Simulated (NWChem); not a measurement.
Species: C$_{3}$H$_{4}$O$_{2}$Si; SMILES C=C1OC(=O)[SiH2]1

```xyz
10

C     -0.6797     2.3038     0.0000
C     -0.2483     1.0466     0.0000
O     -1.1184    -0.0506     0.0000
C     -0.2722    -1.1521     0.0000
O     -0.6543    -2.2726     0.0000
Si     1.3093    -0.0149     0.0000
H     -1.7482     2.5365     0.0000
H      0.0345     3.1283     0.0000
H      2.1529    -0.0245    -1.2272
H      2.1529    -0.0245     1.2272
```
Atoms are numbered in this order, from 1.

All runs: NWChem. Pople sets run with spherical d functions. All runs use the structure optimised with PBE0/def2-SVP. Field at 589 nm.

For level B3LYP/def2-SVP:

| Quantity | Result |
|---|---|
| isotropic polarisability (bohr³) | 62.1 |
| anisotropy (bohr³) | 38.0 |

### Question
How do the values read with level B3LYP/6-31G* instead?

### Answer
* **isotropic polarisability (bohr³)**: 59.3
* **anisotropy (bohr³)**: 39.8
